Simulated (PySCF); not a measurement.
This PySCF input asks for the NMR shieldings of SMILES C[n+]1coc(C(F)F)c1, [C5H6F2NO]+; the geometry comes from PBE0-D3(BJ)/def2-SVP.

```python
import basis_set_exchange as bse
import numpy as np
from pyscf import gto, dft
from pyscf.prop import nmr

atoms = """
C    -2.381914   -0.065584   -0.652033
N    -1.030837    0.148411   -0.142638
C    -0.652221    1.067683    0.718789
O     0.622168    0.973655    0.959509
C     1.117352   -0.058169    0.221751
C     2.586411   -0.358455    0.338808
F     2.854024   -0.715608    1.598581
F     3.271329    0.749026    0.040047
C     0.092661   -0.593596   -0.481904
H    -2.733351   -1.057818   -0.339723
H    -2.368950    0.002821   -1.747442
H    -3.045463    0.705493   -0.244107
H    -1.262856    1.831613    1.201232
H     2.867101   -1.173769   -0.349885
H     0.056393   -1.426137   -1.181537
"""
names = dict.fromkeys(["C", "N", "O", "F", "H"], "pcSseg-1")
basis = {el: gto.basis.parse(bse.get_basis(n, elements=[el], fmt="nwchem")) for el, n in names.items()}
mol = gto.M(atom=atoms, basis=basis, charge=1, verbose=0)
mf = dft.RKS(mol, xc="PBE0")
mf.grids.level = 2
mf.grids.alignment = dft.numint.BLKSIZE   # the property module wants whole blocks of grid points
mf.conv_tol = 1e-9
mf.kernel()

calc = nmr.RKS(mf)   # GIAO
C = mf.mo_coeff
Co = C[:, mf.mo_occ > 0]
resp = mf.gen_response(singlet=True, hermi=2)
def vind(x):   # induced exchange potential for any number of trial vectors
    d = np.einsum("pi,xij,qj->xpq", C, 2 * x.reshape(-1, C.shape[1], Co.shape[1]), Co, optimize=True)
    return np.einsum("xpq,pi,qj->xij", resp(d - d.transpose(0, 2, 1)), C, Co, optimize=True).ravel()
mo1, _ = nmr.rhf.solve_mo1(calc, with_cphf=vind)
sigma = calc.kernel(mo1)
for i, s in enumerate(sigma):   # ppm
    w = np.linalg.eigvalsh((s + s.T) / 2)
    print("%2d %-2s iso %8.1f  s11 %8.1f  s22 %8.1f  s33 %8.1f" % (i, mol.atom_pure_symbol(i), w.mean(), *w))
```

Question: What does it print?

Answer: 
```
 0 C  iso    147.1  s11    123.0  s22    132.3  s33    186.2
 1 N  iso     44.1  s11    -78.9  s22     38.3  s33    172.8
 2 C  iso     27.6  s11    -31.0  s22     15.0  s33     98.9
 3 O  iso      2.6  s11   -158.7  s22    -79.9  s33    246.4
 4 C  iso     24.2  s11    -55.1  s22     27.9  s33     99.9
 5 C  iso     77.2  s11     55.5  s22     79.4  s33     96.7
 6 F  iso    302.9  s11    202.9  s22    315.7  s33    390.2
 7 F  iso    306.7  s11    208.2  s22    318.7  s33    393.3
 8 C  iso     57.1  s11    -17.1  s22     56.0  s33    132.5
 9 H  iso     27.0  s11     22.7  s22     24.9  s33     33.5
10 H  iso     27.0  s11     22.6  s22     25.1  s33     33.4
11 H  iso     27.0  s11     22.4  s22     26.0  s33     32.7
12 H  iso     22.6  s11     18.6  s22     24.0  s33     25.3
13 H  iso     24.4  s11     21.9  s22     22.9  s33     28.5
14 H  iso     23.5  s11     20.1  s22     24.6  s33     25.9
```

These numbers come from an equivalent density-fitted implementation of the same equations, which agrees with the script to about 0.01 ppm for H and up to a few tenths of a ppm for heavy atoms, so last digits may differ.

Question: Turn these shieldings into chemical shifts. δ = σ(ref) − σ, references computed at the same level: ¹³C (σ = 184.41 ppm) and ¹H (σ = 31.27 ppm) against TMS; ¹⁵N (σ = 265.67 ppm) vs NH3; ¹⁷O (σ = 334.56 ppm) against H2O; ¹⁹F (σ = 177.25 ppm) against CFCl3.

Answer: Averaging equivalent atoms: C 4: 160.2; C 2: 156.8; C 8: 127.3; C 5: 107.2; C 0: 37.3; N 1: 221.6; O 3: 331.9; F 6/7: -127.6; H 12: 8.64; H 14: 7.72; H 13: 6.82; H 9/10/11: 4.24 ppm. Unscaled 19F shifts against computed CFCl3 carry errors that often reach 10 to 50 ppm. Unscaled 17O shifts of doubly bonded oxygen tend to come out too high, by tens of ppm or more. Experimental scales use liquid or dissolved standards, which lie at an offset from isolated NH3 (liquid NH3: subtract about 20 ppm) and H2O (liquid H2O: subtract about 36 ppm). Unscaled 15N shifts of sp2 nitrogen come out 20 to 40 ppm too high even then.

Size and cost of the density-fitted run: 183 basis functions, 22 s wall time on 1 thread of an x86-64 server CPU, shared host.
